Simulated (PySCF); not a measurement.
## How methods differ on the ionisation energy of Sc²⁺

Sc²⁺ [Ar] 3d1 (2D) → Sc³⁺ [Ar] (1S), as a difference of total energies. All numbers are calculated (PySCF 2.14, no relativity, point nucleus, in cc-pVTZ). The calculations carry no spin-orbit coupling.

```csv
method,ionisation energy (eV)
UHF,23.980
TPSS,25.395
LDA,25.507
```

These non-relativistic numbers lack the scalar-relativistic shift.

The reference lies between the lowest fine-structure levels, while these numbers refer to the centres of the terms.

For comparison: 24.757 eV (measured; NIST Atomic Spectra Database, ionization energies).
